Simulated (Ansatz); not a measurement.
`C[SiH2]/C=C/[SiH3]` → `[SiH3]/C=C/[SiH3]` + `[CH2]` (triplet)  (formal loss of a carbene)

Program: Ansatz. Geometries: PBE0-D4/def2-TZVP. ΔE: electronic, gas phase. CBS: MP2 limit from def2 TZ/QZ plus the TZ coupled-cluster correction, frozen cores. This one scheme is used for every species. Double bonds are as drawn, so ΔE can hold a change between cis and trans. Functionals use def2-TZVPP. B3LYP here is the variant with VWN-RPA as its local correlation; programs differ in this. HSE06 is defined as in plane-wave codes. Triplets are unrestricted, without spin–orbit coupling. Each species was taken in one conformer, which may not be the lowest.

`C[SiH2]/C=C/[SiH3]`:

Z-matrix (Å, degrees):
```
C
Si 1 1.871
H 1 1.093 2 110.8
H 1 1.092 2 110.8 3 -120.2
H 1 1.093 2 110.8 3 119.8
C 2 1.867 1 111.3 3 -179.4
H 2 1.491 1 109.2 3 -58.6
H 2 1.490 1 110.8 3 61.0
C 6 1.338 2 123.8 1 -118.1
H 6 1.092 2 118.2 1 61.3
Si 9 1.863 6 123.7 2 179.4
H 9 1.091 6 118.2 2 -0.7
H 11 1.489 9 110.8 6 120.5
H 11 1.487 9 108.9 6 0.1
H 11 1.489 9 110.8 6 -120.2
```

`[SiH3]/C=C/[SiH3]`:

```xyz
12

Si    1.813    1.418   -0.083
C     0.300    0.392   -0.451
C    -0.301   -0.392    0.451
Si   -1.813   -1.418    0.083
H     1.538    2.861   -0.318
H     2.200    1.210    1.337
H     2.941    1.023   -0.969
H    -0.117    0.435   -1.458
H     0.117   -0.434    1.459
H    -2.940   -1.029    0.973
H    -2.204   -1.205   -1.335
H    -1.534   -2.862    0.311
```

`[CH2]` (triplet):

Z-matrix (Å, degrees):
```
C
H 1 1.079
H 1 1.079 2 134.9
```

| level | ΔE (kcal/mol) | difference from CCSD(T)/CBS |
| --- | --- | --- |
| PBE-D4 | 115.8 | 1.4 |
| revPBE-D4 | 112.4 | -2.0 |
| BLYP-D4 | 112.1 | -2.3 |
| r2SCAN-D4 | 109.5 | -4.9 |
| B97M-V | 114.9 | 0.5 |
| PBE0-D4 | 113.9 | -0.5 |
| B3LYP-D4 | 112.4 | -2.0 |
| r2SCANh-D4 | 109.1 | -5.3 |
| r2SCAN0-D4 | 108.5 | -5.9 |
| HSE06-D4 | 114.0 | -0.4 |
| CAM-B3LYP-D4 | 113.4 | -1.0 |
| ωB97X-V | 116.5 | 2.1 |
| ωB97M-V | 115.2 | 0.8 |
| B2PLYP | 111.9 | -2.5 |
| PBE-QIDH | 113.6 | -0.8 |
| PBE | 114.3 | -0.1 |
| revPBE | 108.3 | -6.1 |
| BLYP | 109.0 | -5.4 |
| r2SCAN | 109.0 | -5.4 |
| PBE0 | 112.6 | -1.8 |
| B3LYP | 110.0 | -4.4 |
| r2SCANh | 108.6 | -5.8 |
| HSE06 | 112.7 | -1.7 |
| BHLYP | 107.8 | -6.6 |
| CAM-B3LYP | 112.0 | -2.4 |
| LC-ωPBE | 111.8 | -2.6 |
| HF/def2-SVP | 78.5 | -35.9 |
| MP2/def2-SVP | 110.2 | -4.2 |
| CCSD/def2-SVP | 105.4 | -9.0 |
| CCSD(T)/def2-SVP | 107.3 | -7.1 |
| HF/def2-TZVPP | 78.2 | -36.2 |
| MP2/def2-TZVPP | 115.0 | 0.6 |
| SCS-MP2/def2-TZVPP | 114.4 | 0.0 |
| CCSD/def2-TZVPP | 108.6 | -5.8 |
| HF/def2-QZVPP | 78.2 | -36.2 |
| MP2/def2-QZVPP | 116.7 | 2.3 |
| SCS-MP2/def2-QZVPP | 116.5 | 2.1 |
| HF/CBS(def2) | 78.2 | -36.2 |
| MP2/CBS(def2) | 118.0 | 3.6 |
| CCSD/CBS(def2) | 111.7 | -2.7 |
| CCSD(T)/CBS | 114.4 | 0 |

Largest T1 diagnostic among the species: 0.012.

From PBE to PBE0 (25 % exact exchange), in def2-TZVPP and without D4, ΔE moves by −1.7 kcal/mol. The D4 term adds +2.4 kcal/mol with B3LYP and +1.3 kcal/mol with PBE0; it sums over pairs of atoms, weighted by their polarisabilities, and B3LYP, whose exchange is more repulsive, gets the larger term. Leaving LDA and LC-ωPBE aside and taking each functional with its dispersion term where it has one, the values spread over 8.0 kcal/mol, from r2SCAN0-D4 to ωB97X-V. LDA lies +16.9 kcal/mol from PBE without D4.
